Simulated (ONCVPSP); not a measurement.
# What the settings do to the ONCV potential of thallium

Base potential:

- Element: thallium (Tl)
- Generator: ONCVPSP 4.0.1
- Type: optimised norm-conserving Vanderbilt (ONCV)
- Functional: LDA (Perdew-Wang 92)
- Relativity: fully relativistic
- Frozen core: [Kr] 4d10 4f14
- Valence charge: 21
- Reference configuration: 5s2 5p6 5d10 6s1.75 6p1.25
- Partial waves: 5s+6s: rc 1.40 bohr, ncon 3, nbas 6, qcut 7.1 1/bohr, 2 projectors; 5p+6p: rc 1.85 bohr, ncon 4, nbas 9, qcut 5.8 1/bohr, 2 projectors; 5d: rc 1.35 bohr, ncon 4, nbas 7, qcut 6.4 1/bohr, 2 projectors, debl 1 Ha
- Local potential: polynomial inside 1.25 bohr (lpopt 5, dvloc0 -1 Ha)
- Core correction: Teter function fitted to the true core (icmod 2), fcfact 0.35

Open shells are filled in proportion to 2j + 1.

Cutoffs, loose and tight: the cutoffs (Ha) at which the residual kinetic energy of the hardest occupied pseudo-wave falls to 1 and 0.1 mHa per electron. They do not see the model core or the augmentation charge, which bear on the density cutoff. Test errors are all-electron minus pseudo excitation energies from the reference, over the configurations 5s2 5p6 5d10 6s2 6p1; 5s2 5p6 5d10 6s2 6p0; 5s2 5p6 5d10 6s1 6p0; 5s2 5p6 5d9 6s0 6p0. A dash means not determined; rows that change the core or the reference have their own tests. The largest error is taken over the tests solved by every variant that gives reliable tests at all: 5s2 5p6 5d10 6s1 6p0; 5s2 5p6 5d10 6s2 6p0; 5s2 5p6 5d10 6s2 6p1.

```tsv
change	outcome	cutoff, loose	cutoff, tight	bound ghosts	GHOST(+) flags above zero	largest test error (meV)
base	generated	26 Ha	71 Ha	none	s	-1.7
local potential polynomial inside 1.25 bohr (lpopt 5, dvloc0 -2 Ha)	generated	26 Ha	71 Ha	none	s, p1/2	-1.6
local potential polynomial inside 1.25 bohr (lpopt 5, dvloc0 -0.5 Ha)	generated	26 Ha	71 Ha	none	s	-1.8
local potential polynomial inside 1.25 bohr (lpopt 5, dvloc0 1 Ha)	generated	26 Ha	71 Ha	none	s	-1.8
local potential polynomial inside 1.25 bohr (lpopt 5, dvloc0 2.5 Ha)	generated	26 Ha	71 Ha	none	s	-1.8
local potential polynomial inside 1.25 bohr (lpopt 5, dvloc0 4.5 Ha)	generated	26 Ha	71 Ha	none	none	-1.8
local potential polynomial inside 1.25 bohr (lpopt 5, dvloc0 6 Ha)	generated	26 Ha	71 Ha	none	p1/2	-1.8
local potential polynomial inside 1.25 bohr (lpopt 5, dvloc0 7.5 Ha)	generated	26 Ha	71 Ha	none	none	-1.7
local potential polynomial inside 1.25 bohr (lpopt 5, dvloc0 9 Ha)	generated	26 Ha	71 Ha	none	d3/2	-1.8
```

Reading the sweep of the dvloc0 (base included, trends over the rows without a ghost): The loose cutoff stays near 26 Ha.
